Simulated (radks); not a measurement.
Results of a calculation; reference values are marked as such.
All-electron atom: Pr3+ in [Xe] 4f2 (the NIST ground configuration). Code: a radial shooting solver on a logarithmic mesh with Libxc functionals. Model: Dirac Kohn-Sham, LDA (Slater exchange, Perdew-Wang correlation), spin-unpolarised, spherical densities, point nucleus; open shells fill j = l - 1/2 first.

Radial electron density D(r) = 4 pi r^2 rho(r):

```
   r/bohr * D(r) (the largest magnitude, 102, reaches the edge; | marks zero)
 0.001491 |  *
 0.001957 |    *
  0.00259 |      *
 0.003427 |          *
 0.004534 |               *
 0.005951 |                      *
 0.007874 |                             *
  0.01042 |                                    *
  0.01379 |                                         *
  0.01809 |                                          *
  0.02394 |                                       *
  0.03168 |                                     *
  0.04191 |                                       *
  0.05502 |                                                *
  0.07279 |                                                      *
  0.09631 |                                                 *
   0.1274 |                                        *
   0.1673 |                                           *
   0.2213 |                                              *
   0.2928 |                                *
   0.3875 |                  *
   0.5127 |                   *
   0.6729 |                  *
   0.8903 |         *
    1.178 |     *
    1.559 |   *
    2.046 | *
    2.707 *
    3.582 *
    4.739 *
```

D(r) has 4 maxima, at r = 0.0168, 0.0746, 0.209, 0.578 bohr, and minima at 0.0327, 0.138, 0.423 bohr, inside which lie 2.02, 11.21, 29.07 electrons.
